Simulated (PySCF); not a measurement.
**Potential energy of CaF along the bond**

Set-up: basis Ca def2-TZVP, F def2-TZVP; no relativity; PySCF 2.14. Energies in eV from Ca + F in their ground configurations at the same level. State: ²Σ⁺ (doublet), unpaired electrons σ ↑.

```json
{"R (Å)": "1.757", "UHF-CCSD(T)": "-4.457"}
{"R (Å)": "1.835", "UHF-CCSD(T)": "-4.823"}
{"R (Å)": "1.893", "UHF-CCSD(T)": "-4.975"}
{"R (Å)": "1.952", "UHF-CCSD(T)": "-5.047"}
{"R (Å)": "2.011", "UHF-CCSD(T)": "-5.055"}
{"R (Å)": "2.089", "UHF-CCSD(T)": "-4.993"}
{"R (Å)": "2.186", "UHF-CCSD(T)": "-4.833"}
{"R (Å)": "2.303", "UHF-CCSD(T)": "-4.568"}
```

Task: Put a parabola through the three lowest points of the UHF-CCSD(T) curve and estimate Re, k and ωe (reduced mass 12.88 u; 1 eV/Å² = 0.16022 mdyn/Å; ωe = 1302.8·√(k/μ) cm⁻¹).

Result: Through R = 1.952, 2.011, 2.089 Å the second-order coefficient is 6.79 eV/Å², so Re ≈ 1.991 Å, k ≈ 2.18 mdyn/Å and ωe ≈ 536 cm⁻¹. A polynomial fit of higher order to the unrounded UHF-CCSD(T) energies gives Re = 1.990 Å, k = 2.48 mdyn/Å, ωe = 572 cm⁻¹; anharmonicity and rounding make the difference.

The higher-order fit for each curve: UHF-CCSD(T): Re = 1.990 Å, ωe = 572 cm⁻¹, De = 5.06 eV.

Correlated steps freeze 6 core orbitals. The state is the lowest determinant that a PBE0 search found; another state may lie lower at other levels.
